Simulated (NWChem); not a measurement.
System: CH4BeO; SMILES [BeH][O]C

Here is an NWChem input.

```
start job
memory heap 200 mb stack 900 mb global 1100 mb
geometry units angstroms noautoz
  Be    -0.012231     1.643562    -0.002768
  H     -0.032232     2.982477    -0.006257
  O      0.008451     0.240649     0.001508
  C     -0.004052    -1.143023    -0.000636
  H      0.891072    -1.555315     0.517670
  H     -0.906362    -1.539356     0.517734
  H     -0.007328    -1.544944    -1.039114
end
basis spherical
  * library def2-tzvp
end
dft
  xc m05-2x
  iterations 150
  mulliken
end
task dft energy
```

All runs use the structure optimised with PBE-D3(BJ)/def2-SVP.

### Question
What results follow from this input? (M05-2X/def2-TZVP.) Quantities: energy (Ha); highest occupied level (eV); orbital gap (eV); dipole (D).

### Answer
```
Item                           Value
---------------------------  -------
energy (Ha)                  -130.55
highest occupied level (eV)   -10.14
orbital gap (eV)               11.46
dipole (D)                      1.65
```
